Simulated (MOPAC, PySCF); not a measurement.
C₄H₅BS₂, SMILES `Bc1csc(S)c1`, neutral singlet in the gas phase. 

Cartesian coordinates (Å):
```xyz
12

B     -2.1743    -0.7041    -0.0690
C     -0.8008    -0.0305    -0.0024
C     -0.6178     1.2587     0.4820
S      1.0043     1.7649     0.4373
C      1.5251     0.2357    -0.2174
S      3.1978    -0.0486    -0.6709
C      0.4552    -0.5978    -0.4017
H     -3.1545    -0.1081     0.3148
H     -2.2896    -1.8276    -0.5013
H     -1.3926     1.9236     0.8664
H      3.6835    -0.2633     0.5746
H      0.5636    -1.6027    -0.8125
```
Charge 0, multiplicity 1.

All levels are single points at this geometry (PBE0-D4/def2-SVP); Pople sets use spherical d functions. Orbital energies aren't observables, and empty levels follow the basis.

B3LYP/6-311+G** in PySCF gives gap (eV) = 4.75.

Question: Estimate the gap (eV) from each of these levels: B3LYP-D3(BJ)/def2-TZVP in PySCF; PBE0-D4/def2-TZVP in PySCF; B3LYP/3-21G in PySCF; B3LYP/LANL2DZ in PySCF; BP86/6-31G* in PySCF; M06-2X/6-31G* in PySCF; PBE/6-31G* in PySCF; HF/6-31G* in PySCF; HF/STO-3G in PySCF; PM3 in MOPAC; PM6 in MOPAC; PM7 in MOPAC.

Answer: 
```tsv
level	gap (eV)
B3LYP-D3(BJ)/def2-TZVP in PySCF	4.71
PBE0-D4/def2-TZVP in PySCF	5.11
B3LYP/3-21G in PySCF	4.93
B3LYP/LANL2DZ in PySCF	4.86
BP86/6-31G* in PySCF	3.31
M06-2X/6-31G* in PySCF	7.22
PBE/6-31G* in PySCF	3.30
HF/6-31G* in PySCF	10.94
HF/STO-3G in PySCF	12.33
PM3 in MOPAC	8.28
PM6 in MOPAC	8.15
PM7 in MOPAC	7.78
```
